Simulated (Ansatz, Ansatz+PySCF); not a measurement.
```xyz
8

Li   -0.7872   -0.7872   -0.7872
F    -0.8731   -0.8731    0.8731
F    -0.8731    0.8731   -0.8731
Li   -0.7872    0.7872    0.7872
F     0.8731   -0.8731   -0.8731
Li    0.7872   -0.7872    0.7872
Li    0.7872    0.7872   -0.7872
F     0.8731    0.8731    0.8731
```

RHF on singlet Li₄F₄ was run in several spherical basis sets with Ansatz (development build ahead of 0.2.0). Caution for RHF: no unrestricted run beside it, a lower state can exist.

(1) Rank the basis sets by the total energy that they give, lowest first, with the distance from the lowest.
A. 6-31G(d)
B. def2-SVP
C. cc-pVDZ
D. def2-TZVP

## Answers

(1) D (0.00 eV), C (3.62 eV), A (4.45 eV), B (13.43 eV).

Totals follow the description of the cores as much as that of the bonds, so this order isn't one of quality for chemistry.
